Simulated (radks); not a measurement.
Valence configurations of Sc I (all share [Ar]). Calculated with a radial shooting solver on a logarithmic mesh with Libxc functionals: scalar-relativistic Kohn-Sham, PBE, spin-unpolarised, spherical densities, finite nucleus; Fermi nuclear charge, rms radius 3.5459 fm. Energies are relative to 3d1 4s2; eigenvalues in eV.

valence          E (eV)   e(3d)   e(4p)   e(4s)
3d1 4s2           0.000  -3.233       -  -4.183
3d0.5 4s2 4p0.5   1.277  -5.406  -2.001  -5.016
3d1 4s1 4p1       2.779  -4.365  -2.032  -4.873
3d0.5 4s1.5 4p1   2.801  -5.978  -2.262  -5.341
3d2 4s0.5 4p0.5   2.867  -1.818  -1.462  -3.886
3d1.5 4s0.5 4p1   3.258  -3.119  -1.845  -4.478
4s2 4p1           3.464       -  -2.518  -5.851
3d3               4.104  -0.880       -       -
3d1 4p2           5.674  -5.405  -2.507       -
3d0.5 4s0.5 4p2   5.935  -7.053  -2.730  -5.919

NIST lists [Ar] 3d1 4s2 as the ground configuration; this level of theory agrees among the configurations tried. The energies are those of spherical spin-averaged densities, not of single terms.
